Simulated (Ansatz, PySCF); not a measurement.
Gas-phase reaction in SMILES: CN(C)[SiH3] -> C[N][SiH3] + [CH3] (CH3) (the C-N bond at the site shown breaks; other sites are not compared here)
Each molecule is optimised on its own at B3LYP-D3(BJ)/def2-TZVP (Ansatz, a program for electronic structure).

Wanted: bond dissociation energy (enthalpy at 298 K, with B3LYP-D3(BJ) rigid-rotor harmonic-oscillator terms from PySCF), in eV. Cores are frozen in the correlated levels unless marked. Open shells are spin-unrestricted. Spin-orbit coupling is left out. Non-relativistic. CBS marks a two-point X^-3 extrapolation of the correlation energy; Hartree-Fock from the larger set. The bracket is a focal-point correction in the basis named.

RI-MP2/CBS(cc-pV(T+d)Z,cc-pV(Q+d)Z)+[CCSD(T)-MP2]/cc-pV(T+d)Z (Ansatz) gives 3.74 eV.

Problem. Another calculation gave 3.69 eV. Which level was it?
A) wB97M-V/def2-TZVPD (Ansatz)
B) r2SCAN/def2-TZVPD (Ansatz)
C) PBE0/def2-TZVPD (Ansatz)
D) SVWN5/def2-TZVPD (Ansatz)

Solution. A, wB97M-V/def2-TZVPD (Ansatz). The others give 3.26 (r2SCAN), 3.49 (PBE0), 4.42 (SVWN5) eV.
